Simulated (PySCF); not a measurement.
Species: C₂H₅OSi (doublet state).
Atom-mapped SMILES: `[O:1]=[C:2][CH2:3][SiH3:4]` (hydrogens: H5, H6 on C3; H7, H8, H9 on Si4)

Structure used (GFN2-xTB), in Å, numbered top down from 1:
```
atom  x, y, z in Å
O1     1.3578    1.8663   -0.8951
C2     1.2914    0.6723   -0.8833
C3     0.8132   -0.2860    0.1043
Si4   -1.1120   -0.2271    0.1602
H5     1.1959   -0.0305    1.0974
H6     1.1374   -1.2960   -0.1447
H7    -1.5277    1.0632    0.7007
H8    -1.6202   -0.4269   -1.1959
H9    -1.5222   -1.3294    1.0311
```

The hyperfine couplings belong to this conformer and change with its torsions.

The calculation used PySCF 2.14.0, UKS B3LYP, pcH-1 on C H O Si, non-relativistic, mean-field spin-orbit, GIAO. One conformer (not necessarily the lowest) at the GFN2-xTB geometry, without solvent, vibrations or thermal averaging. A GFN2-xTB geometry isn't a minimum of the functional, and hyperfine couplings can be far from their values at a DFT geometry. Stability of the SCF solution: not tested.

Break the g tensor into its mass correction, gauge correction and orbital-Zeeman/spin–orbit terms.

| Δg (ppt) | 1 | 2 | 3 |
| --- | --- | --- | --- |
| relativistic mass correction | -0.22 | -0.22 | -0.22 |
| gauge correction | 0.04 | 0.01 | -0.04 |
| orbital Zeeman/spin–orbit | -6.84 | 0.03 | 2.44 |
| total | -7.02 | -0.18 | 2.18 |

So g = 1.99530, 2.00214, 2.00450 and g_iso = 2.00064; the tensor is rhombic: the two nearest values differ by 26 % of g3 − g1. Axes: g1 points within 15° of the O1–C2 bond.

At 9.424 GHz, how far is the centre of the isotropic spectrum from where a free electron (g = 2.002319) resonates?

B = hν/(g μB) with μB/h = 13.99624 MHz/mT gives 336.27 mT for the free electron and 336.55 mT at g_iso, 0.28 mT higher.

What are the electron Larmor frequencies g μB B/h along the three axes at 1200 mT?

33.5120, 33.6269, 33.6666 GHz for g1, g2 and g3, a range of 154.6 MHz.

In a frozen sample, at which fields do the three g values resonate at 9.5, 34, 94 and 263 GHz (hyperfine left aside), and which band first spreads them over more than twice a line width of 1.0 mT?

```json
{"band": "X", "GHz": "9.5", "B(g3) mT": "338.61", "B(g2) mT": "339.01", "B(g1) mT": "340.18", "spread mT": "1.56"}
{"band": "Q", "GHz": "34.0", "B(g3) mT": "1211.89", "B(g2) mT": "1213.31", "B(g1) mT": "1217.48", "spread mT": "5.59"}
{"band": "W", "GHz": "94.0", "B(g3) mT": "3350.51", "B(g2) mT": "3354.46", "B(g1) mT": "3365.96", "spread mT": "15.46"}
{"band": "J", "GHz": "263.0", "B(g3) mT": "9374.29", "B(g2) mT": "9385.34", "B(g1) mT": "9417.53", "spread mT": "43.24"}
```

The spread grows in proportion to the frequency. Q band is the first where it exceeds 2.0 mT.

Largest spin populations (Mulliken): C2 (+0.65) and O1 (+0.24).

The HOMO–LUMO gaps are 4.20 eV among the α and 7.76 eV among the β orbitals.
